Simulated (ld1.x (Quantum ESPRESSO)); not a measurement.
What one change does to a pseudopotential (ruthenium (Ru), RRKJ)

ld1.x (Quantum ESPRESSO) 7.5 input, shortened:

```
&input
   title='Ru', zed=44., rel=1, dft='PZ', iswitch=3,
   config='[Kr] 4d6 5s0 5p0'
 /
 &inputp
   pseudotype=2, tm=.false., lloc=1,
   nlcc=.true., rcore=1.55
 /
3
4S  1  0   2.00   0.00  1.65  1.65  0.0
4D  3  2   6.00   0.00  1.55  1.55  0.0
4P  2  1   6.00   0.00  1.90  1.90  0.0
 &test
   configts(1)='4s2 4p6 4d6 5s0 5p0'
 /
```

Change: all radii but the core radius scaled by about 1.35 (s 2.22, p 2.56, d 2.08 bohr).

Cutoffs: the cutoffs (Ry, on a coarse ladder) from which the occupation-weighted sum of valence levels, in a spherical-Bessel basis at the reference potential, stays within 10 and 1 mRy of its value at 400 Ry; they do not see the model core or the augmentation charge, which bear on the density cutoff. Errors are all-electron minus pseudo energies relative to the spin-unpolarised reference configuration.

Question: What does the change do?

Answer: The potential gets softer (50 Ry and 70 Ry → 40 Ry and 50 Ry); of the 9 tests that both files solve, the error grows in 7 and shrinks in 1 by more than 15 % and 0.3 meV (median size 197.3 → 246.7 meV); neither file shows a bound ghost at the reference potential, the only one tested. A larger radius leaves more room for a smooth pseudo-wave, so fewer plane waves are needed.

| quantity | base | changed |
| --- | --- | --- |
| cutoff, loose | 50 Ry | 40 Ry |
| cutoff, tight | 70 Ry | 50 Ry |
| loose cutoff by channel (10 mRy a level) | s 35 Ry, d 40 Ry, p 25 Ry | s 15 Ry, d 35 Ry, p 25 Ry |
| bound ghosts | none | none |
| error for 4s2 4p6 4d7 5s1 5p0, meV [ΔE -26.05 eV] | +573 | +1990 |
| error for 4s2 4p6 4d7 5s0 5p0, meV [ΔE -18.44 eV] | +10 | -12 |
| error for 4s2 4p6 4d5 5s0 5p0, meV [ΔE 30.85 eV] | +16 | +2.9 |
| error for 4s2 4p6 4d7 5s0 5p1, meV [ΔE -22.47 eV] | +113 | -98 |
| error for 4s2 4p6 4d8 5s0 5p0, meV [ΔE -26.32 eV] | +24 | -53 |
| error for 4s2 4p5 4d7 5s1 5p0, meV [ΔE 26.46 eV] | +881 | +3411 |
| error for 4s2 4p6 4d7 5s0.5 5p0, meV [ΔE -23.03 eV] | +333 | +1143 |
| error for 4s2 4p6 4d6 5s0 5p0 (spin-polarised), meV [ΔE -2.50 eV] | +197 | +247 |
| error for 4s2 4p6 4d7 5s1 5p0 (spin-polarised), meV [ΔE -27.70 eV] | +689 | +2187 |

Changed file: These tests converged, but a pseudo level misses the all-electron one widely, so the file describes the atom poorly there or has found another state: 4s2 4p6 4d7 5s1 5p0: 5s by 1.4 eV; 4s2 4p6 4d7 5s0 5p0: empty 5s by 2.7 eV; 4s2 4p6 4d5 5s0 5p0: empty 5s by 5.7 eV; 4s2 4p5 4d7 5s1 5p0: 5s by 2.6 eV; 4s2 4p6 4d7 5s0.5 5p0: 5s by 2.0 eV.
